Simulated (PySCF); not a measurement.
## SMILES Fc1cccc2c1C=C2, C₈H₅F

Molfile (atoms numbered from 1):
```
C8H5F
     RDKit          3D

 14 15  0  0  0  0  0  0  0  0999 V2000
    0.6074    2.7401    0.0089 F   0  0  0  0  0  0  0  0  0  0  0  0
    0.5408    1.4145   -0.0934 C   0  0  0  0  0  0  0  0  0  0  0  0
    1.7573    0.6692   -0.1276 C   0  0  0  0  0  0  0  0  0  0  0  0
    1.7427   -0.7032   -0.2321 C   0  0  0  0  0  0  0  0  0  0  0  0
    0.5170   -1.4399   -0.3106 C   0  0  0  0  0  0  0  0  0  0  0  0
   -0.6223   -0.6946   -0.2753 C   0  0  0  0  0  0  0  0  0  0  0  0
   -0.6260    0.7233   -0.1677 C   0  0  0  0  0  0  0  0  0  0  0  0
   -2.1390    0.6906   -0.1970 C   0  0  0  0  0  0  0  0  0  0  0  0
   -2.1406   -0.6588   -0.2997 C   0  0  0  0  0  0  0  0  0  0  0  0
    2.6976    1.2208   -0.0685 H   0  0  0  0  0  0  0  0  0  0  0  0
    2.6923   -1.2429   -0.2557 H   0  0  0  0  0  0  0  0  0  0  0  0
    0.5231   -2.5283   -0.3929 H   0  0  0  0  0  0  0  0  0  0  0  0
   -2.9152    1.4544   -0.1526 H   0  0  0  0  0  0  0  0  0  0  0  0
   -2.9233   -1.4144   -0.3709 H   0  0  0  0  0  0  0  0  0  0  0  0
  1  2  1  0
  2  3  1  0
  3  4  2  0
  4  5  1  0
  5  6  2  0
  6  7  1  0
  7  8  1  0
  8  9  2  0
  7  2  2  0
  9  6  1  0
  3 10  1  0
  4 11  1  0
  5 12  1  0
  8 13  1  0
  9 14  1  0
M  END
```

The calculation used quadratic response CAM-B3LYP/aug-cc-pVDZ first hyperpolarisability, Taylor convention, gas phase (PySCF 2.14.0). Geometry: PBE0-D3(BJ)/def2-SVP.

Question: Give the tensor of the static β(0;0,0) in the axes of these coordinates.

Answer: In au, Taylor convention; rows are the first index (the induced dipole):
|  | xx | yy | zz | xy | xz | yz |
| --- | --- | --- | --- | --- | --- | --- |
| x | +59.3 | +48.0 | +20.9 | +14.4 | +1.5 | +1.7 |
| y | +14.4 | +155.5 | +36.1 | +48.0 | +1.7 | +7.3 |
| z | +1.5 | +7.3 | +9.3 | +1.7 | +20.9 | +36.1 |

Norm of βᵢ = ⅓ Σⱼ (βᵢⱼⱼ + βⱼᵢⱼ + βⱼⱼᵢ): 243.4 au, hyper-Rayleigh value 91.6 au.
